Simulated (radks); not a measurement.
Values are calculated unless marked as measured or tabulated.
Excited configurations of Tb I: one electron is placed in a higher orbital outside [Xe] 4f9 6s1. The ground configuration is [Xe] 4f9 6s2. Code: a radial shooting solver on a logarithmic mesh with Libxc functionals. Model: Dirac Kohn-Sham, PBE, spin-unpolarised, spherical densities, finite nucleus; open shells fill j = l - 1/2 first; Fermi nuclear charge, rms radius 5.06 fm. Excitation = E - E(ground); binding = E(ion) - E, where the ion is the core of charge +1; n* = 1/sqrt(2 binding) in atomic units, and the quantum defect is n - n*.

| outer orbital | excitation (eV) | binding (eV) | n* | eigenvalue (eV) |
|---|---|---|---|---|
| 5d3/2 | 2.381 | 3.781 | 1.897 | -0.980 |
| 5f5/2 | 5.234 | 0.928 | 3.830 | -0.428 |
| 6p1/2 | 2.446 | 3.716 | 1.914 | -1.873 |
| 6f5/2 | 5.512 | 0.650 | 4.575 | -0.367 |
| 7s1/2 | 3.995 | 2.167 | 2.506 | -1.287 |
| 7p1/2 | 4.539 | 1.623 | 2.896 | -0.938 |
| 7d3/2 | 5.233 | 0.929 | 3.828 | -0.532 |
| 7f5/2 | 5.687 | 0.475 | 5.352 | -0.291 |

The Delta-SCF ionisation energy is 6.162 eV (NIST Atomic Spectra Database: 5.864 eV, measured). Self-interaction in the functional shifts the binding energies and quantum defects, so they are the method's values and not measured ones. Spin polarisation and multiplet splitting are left out, so open shells lie too high by an amount that depends on their filling.

Beside tabulated values, note that spin-unpolarised runs miss the spin-polarisation part of the exchange energy of open shells.
